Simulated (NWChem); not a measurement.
Molecule: Si$_{2}$H$_{5}$F; SMILES F[SiH2][SiH3]

Program: NWChem. Each level has its own optimisation; frequencies are unscaled. Brackets give each atom's bonded neighbours.

```tsv
level	r Si–Si (Å)	r F–Si (Å)	r H–Si [H(Si)–Si(FHHSi)] (Å)	highest harmonic frequency (cm⁻¹)	lowest (cm⁻¹)	zero-point energy (kcal/mol)	dipole (D)
Hartree-Fock/3-21G	2.362	1.644	1.481	2329	106	29.3	1.77
B3LYP/3-21G	2.354	1.667	1.497	2218	109	27.7	1.33
Hartree-Fock/STO-3G	2.251	1.632	1.426	2913	75	36.0	1.05
PBE-D3(BJ)/def2-SVP	2.352	1.647	1.505	2178	106	27.0	1.24
```
